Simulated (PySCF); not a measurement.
Levels of Mn⁶⁺ from EOM-EA-GCCSD

Reference: closed-shell Mn⁷⁺, [Ar]; one electron is added. Calculated with PySCF 2.14, two-component X2C-1e with screened spin-orbit coupling, an even-tempered Gaussian basis (20 s from 0.096 bohr⁻², ratio 2.6; 14 p from 0.12 bohr⁻², ratio 2.6; 6 d from 0.13 bohr⁻², ratio 2.8; 3 f from 5.7 bohr⁻², ratio 2.8); frozen [Ne]; the 58 highest virtual spinors dropped; of the others 56 kept and the rest restored at second order. No Breit or QED terms. Binding energies in eV.

```csv
level,Koopmans,second order,EOM-CCSD
3d3/2,116.75,118.16,118.00
3d5/2,116.60,117.99,117.83
4s1/2,78.506,79.599,79.547
4p3/2,68.424,69.387,69.416
```

Electric-dipole lines between these computed levels:

```
lower  upper  ΔE (eV)  vacuum wavelength (nm)
3d3/2  4p3/2   48.582                   25.52
3d5/2  4p3/2   48.416                   25.61
4s1/2  4p3/2   10.131                   122.4
```

For comparison, the ionisation energy of Mn⁶⁺ is 119.20 eV (measured; NIST Atomic Spectra Database, ionization energies).

Only part of the computed levels is shown.

The highest levels are limited by the diffuse functions of the basis.
